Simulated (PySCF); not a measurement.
Input file for PySCF: R-MP2/6-31G* on GaH3 (SMILES [GaH3]).

```python
from pyscf import gto, scf, dft, mp
from pyscf.data.elements import chemcore

mol = gto.M(
    atom='''
    Ga    0.47028930   -0.36793714    0.77091002
    H     0.08717462   -1.90124178    0.83917580
    H    -0.28102932    0.54110830   -0.28343333
    H     1.92853494    0.05567303    1.21425464
    ''',
    basis='6-31g*',
    cart=True,
    charge=0, spin=0, verbose=3, max_memory=1800)
mf = scf.RHF(mol)
mf.conv_tol = 1e-8
mf.max_cycle = 100
mf.kernel()
if not mf.converged:
    mf = mf.newton().run(mf.mo_coeff, mf.mo_occ)
pt = mp.MP2(mf, frozen=chemcore(mol)).run()
```

Give the final energy of this run.

-1924.9150 hartree.
